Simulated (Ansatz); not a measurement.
Start from `O=C(Cl)C(F)(F)F` and change one atom or group to get `C=CC(F)(F)F`.

Ansatz, PBE0-D4/def2-TZVP geometries, multiplicity 1. 

| property | `O=C(Cl)C(F)(F)F` |
| --- | --- |
| HOMO energy (PBE/def2-TZVPP) / eV | -7.84 |
| HOMO energy (PBE0/def2-TZVPP) / eV | -9.50 |
| size of the dipole moment (ωB97M-V/def2-TZVPP) / D | 0.90 |
| zero-point energy (PBE0-D4/def2-TZVP) / kJ/mol | 65.5 |
| HOMO energy (ωB97M-V/def2-TZVPP) / eV | -11.80 |
| HOMO energy (B3LYP/def2-TZVPP) / eV | -9.25 |

Q: What does the change do to each property? (An estimate is asked.)

A: Computed: 
| property | `C=CC(F)(F)F` | shift |
| --- | --- | --- |
| HOMO energy (PBE/def2-TZVPP) / eV | -7.55 | 0.29 |
| HOMO energy (PBE0/def2-TZVPP) / eV | -8.79 | 0.71 |
| size of the dipole moment (ωB97M-V/def2-TZVPP) / D | 2.39 | 1.49 |
| zero-point energy (PBE0-D4/def2-TZVP) / kJ/mol | 151.3 | 85.8 |
| HOMO energy (ωB97M-V/def2-TZVPP) / eV | -11.10 | 0.70 |
| HOMO energy (B3LYP/def2-TZVPP) / eV | -8.55 | 0.70 |

With PBE0 the HOMO rises by 0.71 eV and the LUMO rises by 1.43 eV, so the gap widens by about 0.72 eV. PBE moves the HOMO by 0.29 eV and ωB97M-V by 0.70 eV. The zero-point energy changes by 85.8 kJ/mol with +6 modes. Dipoles are sizes alone; their direction can turn.

B3LYP here is the variant with VWN-RPA as its local correlation; programs differ in this.
